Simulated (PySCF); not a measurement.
Compound: C9H7F3O.
Structure used (PBE0-D3(BJ)/def2-SVP), in Å, numbered top down from 1:
```
atom  x, y, z in Å
F1     3.5042   -0.9046   -0.6417
C2     2.5762   -0.0001   -0.9748
F3     1.7758   -0.5511   -1.8871
F4     3.1929    1.0324   -1.5384
C5     1.7997    0.4216    0.2634
C6     1.0487   -0.7600    0.9092
C7    -0.3729   -0.4475    0.5384
C8    -1.5548   -1.1552    0.7017
C9    -2.7520   -0.5785    0.2641
C10   -2.7527    0.6889   -0.3210
C11   -1.5687    1.4117   -0.4905
C12   -0.3956    0.8153   -0.0518
O13    0.8354    1.3849   -0.1331
H14    2.5179    0.9051    0.9420
H15    1.1955   -0.7776    2.0005
H16    1.3983   -1.7269    0.5180
H17   -1.5522   -2.1466    1.1614
H18   -3.6910   -1.1236    0.3795
H19   -3.6951    1.1257   -0.6596
H20   -1.5534    2.4001   -0.9520
```

Level: PBE0/pcSseg-1 in PySCF, non-relativistic, on one gas-phase PBE0-D3(BJ)/def2-SVP geometry that isn't relaxed in the solvent. The solvent is an IEF-PCM continuum (van der Waals radii × 1.2). The model holds no explicit solvent molecules, cavitation or dispersion.

| run | E − E(gas) (kcal/mol) | HOMO (eV) | HOMO–LUMO gap (eV) | dipole (D) |
| --- | --- | --- | --- | --- |
| gas | 0.00 | -6.61 | 6.07 | 2.33 |
| P | -2.11 | -6.57 | 6.09 | 2.56 |
| Q | -2.41 | -6.57 | 6.09 | 2.60 |

Question: The runs were made in benzene and cyclohexane. Which run belongs to which solvent?

Answer: P = cyclohexane, Q = benzene. The dielectric constants are 2.017 (cyclohexane), 2.271 (benzene), and the energy falls further as ε rises. In this model the ground state sees the solvent through ε alone.

Question: How constant is the ratio of the lowering to (ε − 1)/(2ε + 1)?

Answer: 
```tsv
solvent	(ε − 1)/(2ε + 1)	E − E(gas) (kcal/mol)	ratio (kcal/mol)	polarisation term (kcal/mol)
cyclohexane	0.202	-2.11	-10.4	-2.22
benzene	0.229	-2.41	-10.5	-2.56
```

The ratio changes by +0.9 % in size from cyclohexane to benzene. The polarisation term is half the interaction of the solute with the induced surface charges.
